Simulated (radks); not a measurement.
Values are calculated unless marked as measured or tabulated.
Removal energies from the rhodium ion Rh13+, [Ar] 3d10 4s2 4p2, by Delta-SCF beside the eigenvalue of the level emptied. Code: a radial shooting solver on a logarithmic mesh with Libxc functionals. Model: scalar-relativistic Kohn-Sham, LDA (Slater exchange, Perdew-Wang correlation), spin-polarised, spherical densities, finite nucleus; Fermi nuclear charge, rms radius of each element as measured or else 0.836 A^(1/3) + 0.57 fm. Open shells are filled with parallel spins first.

removed from,final configuration,Delta-SCF (eV),-eigenvalue (eV)
4p,[Ar] 3d10 4s2 4p1,305.62,293.79
4s,[Ar] 3d10 4s1 4p2,338.25,326.74
3d,[Ar] 3d9 4s2 4p2,607.69,580.92
3p,[Ne] 3s2 3p5 3d10 4s2 4p2,786.75,761.56
